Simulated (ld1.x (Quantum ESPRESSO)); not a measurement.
# Reading a pseudo-wave (iridium (Ir))

Columns: radius, all-electron u(r) and pseudo u(r) of the 6s shell (level -6.96 eV) of iridium in the configuration [Kr] 4d10 4f14 5s2 5p6 5d7 6s1.5 6p0.5; BLYP, scalar-relativistic, PAW scheme, ld1.x (Quantum ESPRESSO) 7.5.

```
r (bohr)  all-electron   pseudo
   0.108        0.0945   0.2877
   0.215       -0.0070   0.5439
   0.322       -0.2012   0.7467
   0.430       -0.1030   0.8793
   0.538        0.1010   0.9306
   0.645        0.2554   0.9021
   0.752        0.3178   0.8047
   0.860        0.2969   0.6531
   0.968        0.2179   0.4687
   1.075        0.1077   0.2740
   1.182       -0.0149   0.0854
   1.290       -0.1377  -0.0857
   1.398       -0.2515  -0.2301
   1.505       -0.3510  -0.3453
   1.612       -0.4357  -0.4356
   1.720       -0.5059  -0.5064
   1.828       -0.5616  -0.5616
   1.935       -0.6036  -0.6036
   2.042       -0.6340  -0.6340
   2.150       -0.6545  -0.6545
   2.258       -0.6660  -0.6660
   2.365       -0.6701  -0.6701
   2.472       -0.6681  -0.6681
   2.580       -0.6608  -0.6608
   2.688       -0.6494  -0.6494
   2.795       -0.6347  -0.6347
```

How many radial nodes do the two functions have?

The all-electron 6s function has n − l − 1 = 5 (the table is too coarse to show those close to the nucleus); the pseudo-wave has 1, since 1 lower shell of the same l stays in the valence.

At about which radius was the pseudo-wave matched?

1.90 bohr. The columns agree to 0.0005 from 1.61 bohr on; several derivatives are matched, so the curves merge somewhat inside the radius.

Is the pseudo-wave norm-conserving?

No, it belongs to a PAW set: the norm inside the radius is not constrained, and the difference is carried by the augmentation charge.
